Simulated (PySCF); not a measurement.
# Potassium: highly charged ions in a basis for the neutral atom

K(15+) [He] 2s2, K(16+) [He] 2s1. All numbers are calculated (PySCF 2.14, the non-relativistic Hamiltonian (point nucleus), in 6-31G* (5s4p3d, 32 functions)). No spin-orbit coupling, so a gap to NIST mixes the basis error with missing relativistic terms.

Changed run: basis of the neutral atom used for a highly charged ion. This setting is unsound on purpose.

| species | method | sound run (hartree) | changed run (hartree) | converged |
| --- | --- | --- | --- | --- |
| K(15+) | UHF | not run | -421.44998 | yes |
| K(15+) | r2SCAN | not run | -421.48951 | yes |
| K(15+) | M06-2X | not run | -421.63923 | yes |
| K(16+) | UHF | not run | -386.52073 | yes |
| K(16+) | r2SCAN | not run | -386.54577 | yes |
| K(16+) | M06-2X | not run | -386.58811 | yes |

Ionisation energy of K(15+):

```csv
method,changed run (eV),NIST (eV)
UHF,950.47,967.7 ± 0.3
r2SCAN,950.87,967.7 ± 0.3
M06-2X,953.79,967.7 ± 0.3
```

The contracted functions were made for the neutral atom and can be too rigid for a highly charged ion.
